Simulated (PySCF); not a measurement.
Cd(H)(GeH3) (CdGeH₄), SMILES [GeH3][CdH]. Geometry: PBE0-D3(BJ)/def2-TZVP. The def2 effective core potentials stand for the cores of Cd; spin–orbit coupling is left out.

Computed equilibrium geometry at PBE0-D3(BJ)/def2-TZVP (PySCF confirms it by a frequency run) as a Z-matrix, and its point group:
point group C3v.
```
Ge
H 1 1.5430
H 1 1.5430 2 106.35
H 1 1.5430 2 106.35 3 113.06
Cd 1 2.5446 2 112.44 3 -123.47
H 5 1.6913 2 155.53 1 -180.00
```
Charge 0, spin multiplicity 1.
